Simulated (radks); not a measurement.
The numbers below are computed, except where a source is named.
Fe, configuration [Ar] 3d6 4s2 (the NIST ground configuration).

Level of theory: scalar-relativistic Kohn-Sham, MS2 meta-GGA, spin-polarised, spherical densities, finite nucleus; open shells are filled with parallel spins first; meta-GGA in the generalised Kohn-Sham scheme; Fermi nuclear charge, rms radius 3.7377 fm (a radial shooting solver on a logarithmic mesh with Libxc functionals).

Energy parts (eV):
part                      energy
total                 -34631.934
kinetic                35046.574
electron-nucleus      -82807.115
Hartree                14647.556
exchange-correlation   -1518.948

Orbitals (lengths in bohr, moments of r in powers of bohr; r(max) is where P^2 peaks):
| orbital | occ. | eigenvalue (eV) | <r^4> | <r> | r(max) |
|---|---|---|---|---|---|
| 1s up | 1 | -7013.866 | 0.00005424 | 0.05841 | 0.03826 |
| 1s down | 1 | -7013.828 | 0.00005424 | 0.05841 | 0.03826 |
| 2s up | 1 | -827.2317 | 0.01224 | 0.2662 | 0.2218 |
| 2s down | 1 | -825.7847 | 0.01213 | 0.2657 | 0.2216 |
| 2p up | 3 | -701.5736 | 0.009484 | 0.2357 | 0.1803 |
| 2p down | 3 | -700.2025 | 0.009384 | 0.2352 | 0.1801 |
| 3s up | 1 | -98.6976 | 0.9091 | 0.8071 | 0.7007 |
| 3s down | 1 | -94.1128 | 0.9281 | 0.8103 | 0.7016 |
| 3p up | 3 | -63.1878 | 1.295 | 0.8546 | 0.7147 |
| 3p down | 3 | -58.4262 | 1.353 | 0.8610 | 0.7161 |
| 3d up | 5 | -9.0502 | 7.748 | 1.110 | 0.7119 |
| 3d down | 1 | -4.5439 | 17.68 | 1.247 | 0.7229 |
| 4s up | 1 | -5.6703 | 166.3 | 2.909 | 2.356 |
| 4s down | 1 | -4.9818 | 223.0 | 3.131 | 2.551 |
| 4p up | 0 | -1.4055 | 915.7 | 4.215 | 3.204 |
| 4p down | 0 | -1.0609 | 1363 | 4.563 | 3.265 |

The highest occupied level is 3d down at -4.544 eV. For comparison, the ionisation energy in NIST's Atomic Spectra Database is 7.902 eV (measured). In exact Kohn-Sham theory the highest level is minus the ionisation energy, but local and semilocal functionals leave it too shallow, through self-interaction and a potential that decays too fast; potentials with the right tail come closer. The spin density at the nucleus is 0.129 e/bohr^3 (1s -0.098, 2s -2.550, 3s 1.374, 4s 1.403). The electron density at the nucleus is 1.522e+04 e/bohr^3 (large components only). The density falls to 0.001 e/bohr^3 at r = 4.48 bohr. Summed over all electrons, <r^2> = 38.93 bohr^2, which gives a Langevin (diamagnetic) susceptibility term of -30.8 x 10^-6 cm^3/mol.
